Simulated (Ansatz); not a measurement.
`O[SiH](Cl)[Si](O)(Cl)Cl` + NH₃ → `N[SiH](O)Cl` + `O[SiH](Cl)Cl`  (cleavage of the Si–Si bond)

Gas-phase electronic energies from Ansatz, PBE0-D4/def2-TZVP geometries. CCSD(T)/CBS is the MP2 limit (def2-TZVPP, def2-QZVPP) plus CCSD(T) − MP2 in def2-TZVPP, frozen cores. This one scheme is used for every species. Functionals use def2-TZVPP. Each species was taken in one conformer, which may not be the lowest.

`O[SiH](Cl)[Si](O)(Cl)Cl`:

Z-matrix (Å, degrees):
```
Si
Cl 1 2.054
Si 1 2.340 2 105.3
O 1 1.634 2 111.8 3 -119.1
H 1 1.476 2 108.6 3 123.6
O 3 1.626 1 109.3 2 165.8
Cl 3 2.062 1 106.5 2 -75.1
Cl 3 2.047 1 113.3 2 42.2
H 4 0.960 1 117.8 2 67.8
H 6 0.960 3 119.7 1 -179.8
```

NH₃:

Cartesian coordinates in Å:
```
N 0.156 0.226 -0.065
H -0.112 0.221 0.912
H -0.699 0.190 -0.607
H 0.655 -0.637 -0.240
```

`N[SiH](O)Cl`:

Z-matrix (Å, degrees):
```
Si
O 1 1.631
Cl 1 2.058 2 112.6
N 1 1.700 2 111.2 3 116.8
H 1 1.474 2 103.8 3 -116.0
H 2 0.960 1 116.7 3 -67.6
H 4 1.006 1 120.7 2 -147.4
H 4 1.007 1 121.4 2 60.6
```

`O[SiH](Cl)Cl`:

Cartesian coordinates in Å:
```
O 0.258 0.693 -1.118
Si -0.063 0.099 0.356
Cl 1.419 -1.158 0.984
Cl -1.807 -0.962 0.361
H 0.364 0.089 -1.856
H -0.171 1.238 1.273
```

CCSD(T)/CBS gives -81.7 kJ/mol.

Q: Another level gave -85.7 kJ/mol. Which?
A. ωB97M-V/def2-TZVPP
B. HF/def2-TZVPP
C. ωB97X-V/def2-TZVPP
D. PBE-D4/def2-TZVPP

A: A. ωB97M-V -85.7, ωB97X-V -80.1, HF/def2-TZVPP -107.3, PBE-D4 -57.8 kJ/mol.

Largest T1 diagnostic among the species: 0.011.

In def2-TZVPP, CCSD(T) changes the Hartree–Fock value by +23.5 kJ/mol (the triples alone add +4.4 kJ/mol) and MP2 by +18.9 kJ/mol. The D4 term adds +13.3 kJ/mol with B3LYP and +8.1 kJ/mol with PBE0; it sums over pairs of atoms, weighted by their polarisabilities, and B3LYP, whose exchange is more repulsive, gets the larger term. From PBE to PBE0 (25 % exact exchange), in def2-TZVPP and without D4, ΔE moves by −9.3 kJ/mol.

B3LYP here is the variant with VWN-RPA as its local correlation; programs differ in this.
